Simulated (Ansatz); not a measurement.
System: C3H9AlO, charge 0, multiplicity 1. 
Structure (B3LYP-D3(BJ)/def2-TZVP (Ansatz, a quantum-chemistry and plane-wave program) minimum search):
```
Al
O 1 1.6984
C 2 1.4040 1 135.01
H 3 1.0943 2 110.12 1 120.83
H 3 1.0944 4 107.89 2 -120.21
H 3 1.0969 4 108.01 5 -116.48
C 1 1.9494 2 116.33 3 -179.66
H 7 1.0913 1 111.97 2 -6.96
H 7 1.0940 8 108.09 1 123.13
H 7 1.0946 8 107.70 9 114.57
C 1 1.9569 2 119.65 3 0.76
H 11 1.0922 1 112.96 2 -18.66
H 11 1.0935 12 107.89 1 123.70
H 11 1.0951 12 107.11 13 114.28
```
Charge 0, spin multiplicity 1.

Atomisation energy built up term by term with Ansatz (kcal/mol; UHF references for open shells; valence terms freeze the core; atomic spin-orbit terms are left out). CBS(X,Y): correlation extrapolated as X^-3; Hartree-Fock from the larger set.

```csv
term,basis,kcal/mol
Hartree-Fock,cc-pV(Q+d)Z,946.07
CCSD correlation,"CBS(cc-pV(T+d)Z,cc-pV(Q+d)Z)",294.74
(T),"CBS(cc-pV(T+d)Z,cc-pV(Q+d)Z)",16.50
core correlation,cc-pwCVTZ,3.46
scalar relativity (X2C),cc-pVTZ-DK against cc-pVTZ,-1.33
sum: De,,1259.4
```

(T) makes 1.3 % of the CCSD(T) atomisation energy; under 5 % is typical of single-reference molecules.
